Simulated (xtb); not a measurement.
xtb input:

```bash
xtb mol.xyz --gfn 2 --sp --chrg 0 --uhf 0
```
mol.xyz:
```
2

Sc    -0.00000000    -0.00000000    -0.53788828
F      0.00000000     0.00000000     1.25507266
```

### Question
What final total energy does it print?

### Answer
-5.77423 Eh (GFN2-xTB).
